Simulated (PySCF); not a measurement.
AlCl, charge -1, doublet, at a GFN2-xTB geometry (such geometries of metal compounds can be far from the true shape) (a state made from the parent by changing its charge; the spin is typed, not shown lowest) (in this run its highest filled SCF level lies above zero, so its values depend strongly on the basis, on diffuse functions most of all). Base run: PySCF with PBE0/aug-cc-pVDZ.

Geometry (Å):
```xyz
2

Al     0.0000     0.0000    -1.4050
Cl     0.0000     0.0000     1.0744
```
Charge -1, spin multiplicity 2.
Orbitals are unrestricted.
All else is at PySCF's defaults.

The base run was repeated with changes; each row names its change, and settings that it needs were set with it.

| change | E (Eh) | HOMO (eV) | <S^2> | core-seconds (rough) |
|---|---|---|---|---|
| base | -702.43447 | 0.93 | 0.757 | 3 |
| functional = pbe0; dispersion = d3zero | -702.43453 | 0.93 | 0.757 | 3 |
| functional = b3lyp5 | -702.61937 | 1.16 | 0.754 | 3 |
| functional = lda,vwn | -700.16445 | 1.46 | 0.751 | 2 |
| functional = m062x | -702.65794 | 0.59 | 0.753 | 3 |
| functional = camb3lyp | -702.71405 | 0.17 | 0.756 | 6 |
| functional = scan | -702.74088 | 1.39 | 0.760 | 6 |
| functional = wb97x | -702.68275 | -0.60 | 0.756 | 5 |
| functional = wb97x_v | -702.58157 | -0.56 | 0.756 | 20 |
| functional = b97-1 | -702.62937 | 1.20 | 0.753 | 2 |
| functional = hse06 | -702.46769 | 1.27 | 0.756 | 6 |
| functional = x3lyp | -702.64940 | 1.09 | 0.754 | 4 |
| functional = pbe; dispersion = d4 | -702.37711 | 1.48 | 0.754 | 3 |

Totals shift with the method and basis; they matter in differences.

Open shells are given as the SCF converged; they aren't shown to be the lowest states, and a large step between rows can be another state.
